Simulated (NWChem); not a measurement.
System: WF$_{6}$; SMILES [F][W]([F])([F])([F])([F])[F]

Input file for NWChem:

```
start job
memory heap 200 mb stack 900 mb global 1100 mb
geometry units angstroms noautoz
  W      0.000000     0.000000     0.000000
  F     -1.301822     0.936437     0.900612
  F      1.301822    -0.936437    -0.900612
  F     -1.299146    -0.951627    -0.888461
  F     -0.013625     1.265015    -1.335023
  F      0.013625    -1.265015     1.335023
  F      1.299146     0.951627     0.888461
end
basis spherical
  W library def2-svp
  F library def2-svp
end
ecp
  W library def2-ecp
end
dft
  xc xpbe96 cpbe96
  iterations 150
  mulliken
end
task dft energy
```

Output (shortened):

```
             Northwest Computational Chemistry Package (NWChem) 7.3.0
             --------------------------------------------------------

 CI  symmetry detected

                             Geometry "geometry" -> ""
                             -------------------------

 Output coordinates in angstroms (scale by  1.889725989 to convert to a.u.)

  No.       Tag          Charge          X              Y              Z
 ---- ---------------- ---------- -------------- -------------- --------------
    1 W                   74.0000     0.00000000     0.00000000     0.00000000
    2 F                    9.0000    -0.24210747     1.42652226    -1.13541842
    3 F                    9.0000     0.24210747    -1.42652226     1.13541842
    4 F                    9.0000     0.15094961    -1.12578384    -1.44656911
    5 F                    9.0000     1.81695676     0.28361067    -0.03111479
    6 F                    9.0000    -1.81695676    -0.28361067     0.03111479
    7 F                    9.0000    -0.15094961     1.12578384     1.44656911

 Effective nuclear repulsion energy (a.u.)    1382.4285103101

      Symmetry information
      --------------------

 Group name             Ci
 Group number              3
 Group order               2
 No. of unique centers     4

 Summary of "ao basis" -> "ao basis" (spherical)
 ------------------------------------------------------------------------------
       Tag                 Description            Shells   Functions and Types
 ---------------- ------------------------------  ------  ---------------------
 W                          def2-svp                12       32   6s3p2d1f
 F                          def2-svp                 6       14   3s2p1d

      Symmetry analysis of basis
      --------------------------

        ag         58
        au         58

            General Information
            -------------------
          SCF calculation type: DFT
          Wavefunction type:  closed shell.
          No. of atoms     :     7
          No. of electrons :    68
           Alpha electrons :    34
            Beta electrons :    34
          Charge           :     0
          Spin multiplicity:     1
          Use of symmetry is: on ; symmetry adaption is: on
          Maximum number of iterations: 150
          AO basis - number of functions:   116
                     number of shells:    48
          Convergence on energy requested:  1.00D-06
          Convergence on density requested:  1.00D-05
          Convergence on gradient requested:  5.00D-04

              XC Information
              --------------
          PerdewBurkeErnzerhof Exchange Functional  1.000
            Perdew 1991 LDA Correlation Functional  1.000 local
           PerdewBurkeErnz. Correlation Functional  1.000 non-local

             Grid Information
             ----------------
          Grid used for XC integration:  medium
          Radial quadrature: Mura-Knowles
          Angular quadrature: Lebedev.
          Tag              B.-S. Rad. Rad. Pts. Rad. Cut. Ang. Pts.
          ---              ---------- --------- --------- ---------
          W                   1.35      123           8.0       590
          F                   0.50       49           8.0       434
          Grid pruning is: on
          Number of quadrature shells:   270
          Spatial weights used:  Erf1

      Superposition of Atomic Density Guess
      -------------------------------------

 Sum of atomic energies:        -668.93168469

      Non-variational initial energy
      ------------------------------

 Total energy =    -662.004275
 1-e energy   =   -1844.034998
 2-e energy   =     731.807739
 HOMO         =      -0.632455
 LUMO         =       0.019256

      Symmetry analysis of molecular orbitals - initial
      -------------------------------------------------

  Numbering of irreducible representations:

     1 ag          2 au

  Orbital symmetries:

     1 ag          2 ag          3 ag          4 au          5 au
     6 au          7 ag          8 au          9 au         10 au
    11 ag         12 ag         13 ag         14 au         15 au
    16 au         17 ag         18 ag         19 ag         20 ag
    21 ag         22 ag         23 au         24 au         25 au
    26 au         27 au         28 au         29 au         30 au
    31 au         32 ag         33 ag         34 ag         35 ag
    36 ag         37 ag         38 ag         39 au         40 au
    41 au         42 ag         43 ag         44 ag

     ---------------------------------------------
      Total Density - Mulliken Population Analysis
     ---------------------------------------------

    Atom       Charge   Shell Charges
 -----------   ------   -------------------------------------------------------
    1 W   14    10.08   0.04 -0.35  1.78  0.58  0.11  0.06  5.53  0.60  0.10  1.17  0.23  0.23
    2 F    9     9.65   1.99  1.15  0.80  3.55  2.16  0.00
    3 F    9     9.65   1.99  1.15  0.80  3.55  2.16  0.00
    4 F    9     9.65   1.99  1.15  0.80  3.55  2.16  0.00
    5 F    9     9.65   1.99  1.15  0.80  3.55  2.16  0.00
    6 F    9     9.65   1.99  1.15  0.80  3.55  2.16  0.00
    7 F    9     9.65   1.99  1.15  0.80  3.55  2.16  0.00

   convergence    iter        energy       DeltaE   RMS-Dens  Diis-err
 ---------------- ----- ----------------- --------- --------- ---------
 d= 0,ls=0.0,diis     1   -664.7542162175 -1.11D+03  5.24D-02  5.65D+00
 d= 0,ls=0.5,diis     2   -657.7699102073  6.98D+00  2.35D-02  7.26D+01
 d= 0,ls=0.5,diis     3   -663.0123170547 -5.24D+00  9.18D-03  2.39D+01
 d= 0,ls=0.5,diis     4   -664.6109886478 -1.60D+00  5.59D-03  8.22D+00
 d= 0,ls=0.5,diis     5   -665.2293629272 -6.18D-01  3.64D-03  2.06D+00
 d= 0,ls=0.5,diis     6   -665.4230645413 -1.94D-01  1.82D-03  3.59D-01
  Resetting Diis
 d= 0,ls=0.5,diis     7   -665.4653656219 -4.23D-02  8.17D-04  3.95D-02
 d= 0,ls=0.5,diis     8   -665.4715014835 -6.14D-03  8.33D-04  8.95D-03
 d= 0,ls=0.5,diis     9   -665.4723695895 -8.68D-04  4.10D-04  1.39D-02
 d= 0,ls=0.5,diis    10   -665.4731010819 -7.31D-04  2.71D-04  4.99D-03
 d= 0,ls=0.5,diis    11   -665.4734730369 -3.72D-04  1.01D-04  1.25D-03
 d= 0,ls=0.5,diis    12   -665.4735743946 -1.01D-04  4.19D-05  1.97D-04
 d= 0,ls=0.5,diis    13   -665.4735915318 -1.71D-05  1.90D-05  4.30D-05
 d= 0,ls=0.5,diis    14   -665.4735953315 -3.80D-06  9.14D-06  1.14D-05
 d= 0,ls=0.5,diis    15   -665.4735963289 -9.97D-07  4.47D-06  3.18D-06

         Total DFT energy =     -665.473596602015
      One electron energy =    -1844.372690246114
           Coulomb energy =      798.466882791016
    Exchange-Corr. energy =      -69.790773672619
 Nuclear repulsion energy =      450.222984525702

 Numeric. integr. density =       67.999994414706

                  Occupations of the irreducible representations
                  ----------------------------------------------

                     irrep           alpha         beta
                     --------     --------     --------
                     ag               16.0         16.0
                     au               18.0         18.0

                       DFT Final Molecular Orbital Analysis
                       ------------------------------------

 Vector   32  Occ=2.000000D+00  E=-3.869820D-01  Symmetry=ag
              MO Center= -2.2D-13, -1.1D-14,  2.8D-14, r^2= 3.8D+00
   Bfn.  Coefficient  Atom+Function         Bfn.  Coefficient  Atom+Function
  ----- ------------  ---------------      ----- ------------  ---------------
    64      0.345086  4 F  px               106     -0.345086  7 F  px
    80      0.296480  5 F  pz                94     -0.296480  6 F  pz
    67     -0.231037  4 F  px               109      0.231037  7 F  px
    83     -0.198495  5 F  pz                97      0.198495  6 F  pz
    79      0.184444  5 F  py                93     -0.184444  6 F  py

 Vector   33  Occ=2.000000D+00  E=-3.869818D-01  Symmetry=ag
              MO Center= -3.9D-15,  8.0D-15, -1.1D-14, r^2= 3.8D+00
   Bfn.  Coefficient  Atom+Function         Bfn.  Coefficient  Atom+Function
  ----- ------------  ---------------      ----- ------------  ---------------
    36      0.345066  2 F  px                50     -0.345066  3 F  px
    79     -0.292056  5 F  py                93      0.292056  6 F  py
    39     -0.231023  2 F  px                53      0.231023  3 F  px
    82      0.195533  5 F  py                96     -0.195533  6 F  py
    80      0.184671  5 F  pz                94     -0.184671  6 F  pz

 Vector   34  Occ=2.000000D+00  E=-3.869811D-01  Symmetry=ag
              MO Center=  8.0D-15, -4.2D-14, -4.0D-14, r^2= 3.8D+00
   Bfn.  Coefficient  Atom+Function         Bfn.  Coefficient  Atom+Function
  ----- ------------  ---------------      ----- ------------  ---------------
    38      0.273876  2 F  pz                52     -0.273876  3 F  pz
    65      0.271567  4 F  py               107     -0.271567  7 F  py
    37      0.218005  2 F  py                51     -0.218005  3 F  py
    66     -0.215463  4 F  pz               108      0.215463  7 F  pz
    41     -0.183361  2 F  pz                55      0.183361  3 F  pz

 Vector   35  Occ=0.000000D+00  E=-1.886992D-01  Symmetry=ag
              MO Center= -2.0D-14, -6.6D-15,  8.0D-15, r^2= 1.8D+00
   Bfn.  Coefficient  Atom+Function         Bfn.  Coefficient  Atom+Function
  ----- ------------  ---------------      ----- ------------  ---------------
    19      0.809335  1 W  d  1              16      0.408662  1 W  d -2
    36      0.194729  2 F  px                50     -0.194729  3 F  px
    80     -0.192203  5 F  pz                94      0.192203  6 F  pz
    17     -0.159402  1 W  d -1              39     -0.138182  2 F  px
    53      0.138182  3 F  px                83      0.136390  5 F  pz

 Vector   36  Occ=0.000000D+00  E=-1.886988D-01  Symmetry=ag
              MO Center= -4.2D-15,  5.7D-15,  2.2D-14, r^2= 1.8D+00
   Bfn.  Coefficient  Atom+Function         Bfn.  Coefficient  Atom+Function
  ----- ------------  ---------------      ----- ------------  ---------------
    18      0.772703  1 W  d  0              20      0.426133  1 W  d  2
    17     -0.194915  1 W  d -1              19     -0.174756  1 W  d  1
    38     -0.168625  2 F  pz                52      0.168625  3 F  pz
    65      0.162644  4 F  py               107     -0.162644  7 F  py
    16      0.147067  1 W  d -2              37     -0.133867  2 F  py

 Vector   37  Occ=0.000000D+00  E=-1.886980D-01  Symmetry=ag
              MO Center= -2.1D-14,  3.3D-15,  1.7D-14, r^2= 1.8D+00
   Bfn.  Coefficient  Atom+Function         Bfn.  Coefficient  Atom+Function
  ----- ------------  ---------------      ----- ------------  ---------------
    16      0.785727  1 W  d -2              19     -0.405039  1 W  d  1
    20     -0.279513  1 W  d  2              79      0.191763  5 F  py
    93     -0.191763  6 F  py                64     -0.190516  4 F  px
   106      0.190516  7 F  px                82     -0.136077  5 F  py
    96      0.136077  6 F  py                67      0.135192  4 F  px

     ---------------------------------------------
      Total Density - Mulliken Population Analysis
     ---------------------------------------------

    Atom       Charge   Shell Charges
 -----------   ------   -------------------------------------------------------
    1 W   14    12.54   0.04 -0.37  1.92  0.50  0.20  0.01  5.68  0.56  0.23  2.97  0.43  0.37
    2 F    9     9.24   1.99  1.14  0.81  3.32  1.98  0.01
    3 F    9     9.24   1.99  1.14  0.81  3.32  1.98  0.01
    4 F    9     9.24   1.99  1.14  0.81  3.32  1.98  0.01
    5 F    9     9.24   1.99  1.14  0.81  3.32  1.98  0.01
    6 F    9     9.24   1.99  1.14  0.81  3.32  1.98  0.01
    7 F    9     9.24   1.99  1.14  0.81  3.32  1.98  0.01

     -------------------------------------------
      Total Density - Lowdin Population Analysis
     -------------------------------------------

    Atom       Charge   Shell Charges
 -----------   ------   -------------------------------------------------------
    1 W   14    13.73   0.00  0.04  1.09  0.80  0.33  0.14  5.03  1.32  0.42  2.66  1.22  0.70
    2 F    9     9.04   1.98  1.03  0.76  3.20  2.08  0.01
    3 F    9     9.04   1.98  1.03  0.76  3.20  2.08  0.01
    4 F    9     9.04   1.98  1.03  0.76  3.20  2.08  0.01
    5 F    9     9.04   1.98  1.03  0.76  3.20  2.08  0.01
    6 F    9     9.04   1.98  1.03  0.76  3.20  2.08  0.01
    7 F    9     9.04   1.98  1.03  0.76  3.20  2.08  0.01

     Multipole analysis of the density
     ---------------------------------

     L   x y z        total         alpha         beta         nuclear
     -   - - -        -----         -----         ----         -------
     0   0 0 0      0.000000    -34.000000    -34.000000     68.000000

     1   1 0 0     -0.000000     -0.000000     -0.000000     -0.000000
     1   0 1 0     -0.000000     -0.000000     -0.000000      0.000000
     1   0 0 1      0.000000      0.000000      0.000000      0.000000

     2   2 0 0    -41.098892   -129.269082   -129.269082    217.439271
     2   1 1 0      0.000007      0.000004      0.000004      0.000000
     2   1 0 1      0.000001      0.000000      0.000000      0.000000
     2   0 2 0    -41.098994   -129.270943   -129.270943    217.442892
     2   0 1 1      0.000041      0.000020      0.000020     -0.000000
     2   0 0 2    -41.098840   -129.268143   -129.268143    217.437447
```

Level: PBE/def2-SVP with def2 effective core potentials on W. The geometry was optimised at PBE0/def2-SVP. No frequency run checked for a minimum. def2 effective core potentials on W; no spin-orbit coupling.
